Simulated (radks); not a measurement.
Results of a calculation; reference values are marked as such.
The iodine ion I+, 52 electrons, occupied as [Kr] 4d10 5s2 5p4 (the NIST ground configuration). Level of theory: Dirac Kohn-Sham, PBEsol, spin-unpolarised, spherical densities, finite nucleus; open shells are shared between the two j in proportion to 2j + 1; Fermi nuclear charge, rms radius 4.75 fm (a radial shooting solver on a logarithmic mesh with Libxc functionals).

Radial electron density D(r) = 4 pi r^2 rho(r):

| r (bohr) | D(r) (e/bohr) |
|---|---|
| 0.001264 | 2.947 |
| 0.00146 | 3.765 |
| 0.001673 | 4.731 |
| 0.001932 | 6.003 |
| 0.002231 | 7.585 |
| 0.002577 | 9.537 |
| 0.002976 | 11.92 |
| 0.003437 | 14.81 |
| 0.003969 | 18.25 |
| 0.004547 | 22.06 |
| 0.005252 | 26.71 |
| 0.006065 | 31.96 |
| 0.007004 | 37.75 |
| 0.008089 | 43.92 |
| 0.009342 | 50.23 |
| 0.01079 | 56.33 |
| 0.01236 | 61.51 |
| 0.01428 | 65.94 |
| 0.01649 | 68.83 |
| 0.01904 | 69.87 |
| 0.02199 | 69.04 |
| 0.02539 | 66.70 |
| 0.02933 | 63.70 |
| 0.0336 | 61.38 |
| 0.0388 | 60.77 |
| 0.04481 | 63.12 |
| 0.05176 | 68.67 |
| 0.05977 | 76.37 |
| 0.06903 | 83.94 |
| 0.07972 | 88.47 |
| 0.09134 | 87.95 |
| 0.1055 | 82.07 |
| 0.1218 | 73.14 |
| 0.1407 | 65.52 |
| 0.1625 | 63.13 |
| 0.1876 | 66.70 |
| 0.2167 | 72.54 |
| 0.2483 | 74.58 |
| 0.2867 | 68.65 |
| 0.3311 | 54.93 |
| 0.3824 | 39.01 |
| 0.4417 | 27.73 |
| 0.5101 | 24.22 |
| 0.5891 | 26.11 |
| 0.6749 | 28.16 |
| 0.7794 | 26.95 |
| 0.9001 | 22.03 |
| 1.04 | 15.70 |
| 1.201 | 10.39 |
| 1.387 | 7.067 |
| 1.601 | 5.359 |
| 1.835 | 4.438 |
| 2.119 | 3.574 |
| 2.447 | 2.624 |
| 2.826 | 1.685 |
| 3.263 | 0.9253 |
| 3.769 | 0.4288 |
| 4.353 | 0.1662 |
| 4.987 | 0.05677 |
| 5.759 | 0.01460 |
| 6.651 | 0.002881 |
| 7.681 | 0.0004200 |

D(r) has 4 maxima, at r = 0.0192, 0.0843, 0.242, 0.697 bohr, and minima at 0.0373, 0.160, 0.510 bohr, inside which lie 2.02, 11.22, 28.97 electrons.
